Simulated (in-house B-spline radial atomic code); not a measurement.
A run on Ti⁻ that did not converge. Method: scalar-relativistic (X2C) B97-1, spin-polarised, spherical fractional occupations, exact exchange averaged over the configuration, Fermi nucleus of rms radius 3.5921 fm; computed with an all-electron radial atomic-structure program (B-spline basis).

Command:
```bash
python run_scf.py task.json out
```
Settings (nuclear radius in fm, mass in u):
```
Z                22
configuration    [Ar] 3d3 4s2
hamiltonian      x2c
method           b97_1
spin_polarised   True
nucleus          fermi
rms_radius       3.5921
atomic_mass      47.94794
speed_of_light   137.035999084
exact_exchange   averaged over the configuration
```

First and last ten iterations of the last attempt (damped for 15 steps, keeping 80 % of the old Fock matrix, then DIIS):
```
 iter        energy (Eh)    residual
    1        -849.867503    2.97e-01
    2        -850.016960    2.80e-01
    3        -851.752569    1.82e-01
    4        -852.716453    1.11e-01
    5        -853.223601    6.97e-02
    6        -853.473855    3.95e-02
    7        -853.587060    2.31e-02
    8        -853.631987    1.45e-02
    9        -852.055533    8.39e-02
   10        -853.440692    4.67e-02
  111        -851.965457    8.26e-02
  112        -851.964842    8.26e-02
  113        -851.964894    8.26e-02
  114        -851.965778    8.26e-02
  115        -851.969700    8.24e-02
  116        -851.963999    8.28e-02
  117        -853.641460    8.43e-03
  118        -853.641112    8.74e-03
  119        -853.645199    7.37e-03
  120        -851.981525    8.15e-02
 not converged after 120 iterations
```

The smallest residual met was 5.7e-03; the threshold is about 2e-07. No energy from this run should be used. Time taken, with all properties: 4.4 s on 1 thread of Arm Neoverse V1, with other jobs on the host.
